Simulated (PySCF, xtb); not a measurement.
In(Me)2(NH3) (C2H9InN), SMILES [CH3][In+]([CH3])<-[NH3] (connectivity only; charge and spin as stated), charge +1, multiplicity 1.

GFN2-xTB in xtb at its own geometry gives an orbital gap of 2.93 eV.

Geometry optimised at B3LYP-D3(BJ)/def2-SVP. The spin state was assumed, not searched. The isomer is the one that the SMILES or the coordinates give; other isomers of the formula were not compared. The def2 effective core potentials stand for the cores of In; spin–orbit coupling is left out.

Question: What does M06-2X/def2-TZVP (PySCF) give? (An estimate is asked for; the answer gives what the named calculation found.)

Answer: gap 8.11 eV (levels -13.33 and -5.22 eV).
